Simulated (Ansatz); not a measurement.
The same path of FGeH5N2 (9 atoms, charge 0, multiplicity 1) was run 3 times with different band settings. The coordinate that changes most is the height of N1 over the plane of its neighbours.

Method: RKS PBE-D4/def2-SVP (Ansatz).

Relaxed end points:

```xyz
9
Properties=species:S:1:pos:R:3
N -0.889 1.157 -0.496
Ge 0.384 -0.158 -0.380
N 0.304 -0.754 1.342
F -0.162 -1.329 -1.590
H -1.076 1.462 -1.458
H -0.681 1.983 0.076
H 1.870 0.115 -0.739
H 0.974 -1.490 1.586
H -0.636 -1.033 1.642
```

```xyz
9
Properties=species:S:1:pos:R:3
N -0.490 1.436 -0.559
Ge 0.430 -0.140 -0.401
N 0.307 -0.680 1.346
F -0.304 -1.309 -1.523
H -0.962 1.550 -1.463
H -1.182 1.560 0.189
H 1.911 -0.044 -0.824
H 0.999 -1.392 1.606
H -0.622 -1.026 1.612
```

Common settings: optimiser quadratic models (default); start path through a guess of the saddle point; force threshold 0.03 eV/Å; iteration limit 60; end points relaxed.

| run | movable images | climbing image | spring |
| --- | --- | --- | --- |
| 1 | 5 | yes | 5.0 eV/Å² |
| 2 | 5 | yes | 0.5 eV/Å² |
| 3 | 4 | no | 5.0 eV/Å² |

(1) What does each run give, and how far can it be trusted?

Answers

(1) Run 1: converged after 7 iterations, highest image 0.053 eV above the first end. A vibrational analysis at the climbing image gives one clearly imaginary mode, 371i cm⁻¹: a first-order saddle point.
Run 2: converged after 7 iterations, highest image 0.053 eV above the first end. Another band between the same ends (5 images) ends at a top of the same energy, where a vibrational analysis finds 1 clearly imaginary mode.
Run 3: converged after 6 iterations, highest image 0.044 eV above the first end. No image climbed, so the highest image needn't sit at the top of the path.
